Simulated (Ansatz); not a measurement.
C5H4F2, SMILES C=CC#CC(F)F. Atoms are numbered in the order given.

```xyz
11

C      3.3896    -0.4149     0.0000
C      2.4104     0.5006     0.0000
C      1.0234     0.1869     0.0000
C     -0.1685    -0.0428     0.0000
C     -1.5920    -0.3796     0.0000
F     -2.2036     0.1301     1.0911
F     -2.2036     0.1301    -1.0911
H      4.4381    -0.1089     0.0000
H      3.1708    -1.4857     0.0000
H      2.6609     1.5679     0.0000
H     -1.7459    -1.4736     0.0000
```
Charge 0, spin multiplicity 1.

The structure is a stationary point at PBE0-D3(BJ)/def2-SVP. The structure was generated by enumeration, and PubChem lists no compound with its InChIKey, so it may never have been made.

Two levels are set side by side: PBE-D3(BJ)/def2-SVP (Ansatz, a quantum-chemistry and plane-wave program) and PBE0-D3(BJ)/def2-SVP (Ansatz). Each level has its own optimised geometry; the coordinates shown are those of the second. Differences are taken from unrounded values.

```tsv
quantity	PBE0-D3(BJ)	PBE-D3(BJ)	PBE-D3(BJ) minus PBE0-D3(BJ)
mean bond length (Å)	1.253	1.263	0.010
bond C1–C2 (Å)	1.341	1.354	0.013
bond C2–C3 (Å)	1.422	1.421	-0.001
bond C3–C4 (Å)	1.214	1.228	0.014
bond C4–C5 (Å)	1.463	1.464	0.001
bond C5–F6 (Å)	1.351	1.370	0.020
bond C5–F7 (Å)	1.351	1.370	0.020
bond C1–H8 (Å)	1.092	1.100	0.008
bond C1–H9 (Å)	1.093	1.101	0.008
bond C2–H10 (Å)	1.096	1.105	0.009
bond C5–H11 (Å)	1.105	1.116	0.011
```

Exact exchange shortens and stiffens bonds; PBE has none. Differences between two approximate levels are no errors against the true value.
